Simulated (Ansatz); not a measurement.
Total energies of In(OH)3 (InO3H3) from Ansatz at r2SCAN-D4/def2-TZVPD, gas phase (1 Eh = 27.2114 eV = 2625.5 kJ/mol). The reference geometry is relaxed at r2SCAN-D4/def2-SVP.

```json
{"state": "charge 0 singlet", "geometry": "reference", "energy (Eh)": "-417.72905"}
{"state": "charge -1 doublet", "geometry": "reference", "energy (Eh)": "-417.75275"}
{"state": "free In atom (doublet)", "geometry": "–", "energy (Eh)": "-190.18157"}
{"state": "free O atom (triplet)", "geometry": "–", "energy (Eh)": "-75.05928"}
{"state": "free H atom (doublet)", "geometry": "–", "energy (Eh)": "-0.49993"}
```

In the def2 sets In takes a core potential; there is no spin–orbit coupling.

Q: Work out the vertical electron affinity, to the doublet.

A: E(charge 0 singlet) − E(charge -1 doublet) = -417.72905 − (-417.75275) = 0.02370 Eh = 0.64 eV.

Q: What is the binding energy per atom against free atoms?

A: Atoms: 1 × (-190.18157) + 3 × (-75.05928) + 3 × (-0.49993) = -416.85920 Eh. Binding: -416.85920 − (-417.72905) = 0.86985 Eh = 23.67 eV, or 3.38 eV for each of 7 atoms (no zero-point energy, no counterpoise term).

At r2SCAN-D4/def2-TZVPD the highest occupied level of the charge -1 doublet lies above zero (up to 1.29 eV). By energy differences its removal costs 0.65 eV (vertical, to the charge 0 singlet, at r2SCAN-D4/def2-TZVPD); a positive level beside a positive removal energy at the same level points to self-interaction error.
